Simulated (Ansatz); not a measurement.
Basis sets compared for the cluster Be2Te2 (the lowest singlet isomer of a short search). The state is a singlet with charge 0. Geometry PBE0-D4/def2-TZVP. Ansatz on 4 threads of Arm Neoverse V1 on a shared host; times are rough, and most runs start from earlier orbitals.

```xyz
4

Be   -0.387    0.966   -0.085
Be    0.387   -0.966    0.085
Te   -0.616   -0.412   -1.867
Te    0.616    0.412    1.867
```

In the def2 sets Te takes a core potential; there is no spin–orbit coupling. The structure comes from a short search, and lower isomers may exist.

Binding counts from free atoms (Be singlet, Te triplet) in the same basis, without a counterpoise term.

| level | functions | energy (Eh) | HOMO (eV) | LUMO (eV) | binding per atom (eV) | wall time |
| --- | --- | --- | --- | --- | --- | --- |
| PBE-D4/def2-SVP | 70 | -565.5269 | -5.21 | -3.63 | 2.56 | 0.55 s |
| PBE-D4/def2-TZVP | 138 | -565.5802 | -5.28 | -3.60 | 2.57 | 1.1 s |
| r2SCAN-D4/def2-TZVP (with forces) | 138 | -565.8446 | -5.50 | -3.31 | 2.53 | 2.5 s |
| PBE0-D4/def2-SVP | 70 | -565.5756 | -6.12 | -2.95 | 2.49 | 0.9 s |
| PBE0-D4/def2-TZVP | 138 | -565.6286 | -6.18 | -2.88 | 2.51 | 1.4 s |

(1) Estimate the rows for PBE-D4/def2-TZVPD, r2SCAN-D4/def2-TZVPD, PBE0-D4/def2-TZVPD.

## Answers

(1) 
```
               level  functions  energy (Eh)  HOMO (eV)  LUMO (eV)  binding per atom (eV)  wall time
   PBE-D4/def2-TZVPD        162    -565.5807      -5.30      -3.61                   2.57      1.6 s
r2SCAN-D4/def2-TZVPD        162    -565.8450      -5.50      -3.31                   2.53      2.8 s
  PBE0-D4/def2-TZVPD        162    -565.6289      -6.19      -2.90                   2.51        2 s
```
